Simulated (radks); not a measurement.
Results of a calculation; reference values are marked as such.
Q: Ionisation of Rb4+, [Ar] 3d10 4s2 4p3, to Rb5+, [Ar] 3d10 4s2 4p2, under several functionals. Non-relativistic Kohn-Sham, spin-polarised, spherical densities, point nucleus; open shells are filled with parallel spins first (spin-orbit coupling, left out, can overturn this in heavy ions); a radial shooting solver on a logarithmic mesh with Libxc functionals. Known Delta-SCF values: TASK exchange with Perdew-Wang LDA correlation 70.025 eV. What does BLYP give, and what is its highest occupied eigenvalue?

A: 68.658 eV by Delta-SCF; the 4p eigenvalue is -61.577 eV. NIST: 68.4 eV (theoretical).

Beside tabulated values, note that relativity, absent from the non-relativistic runs, is large for the heavy elements.
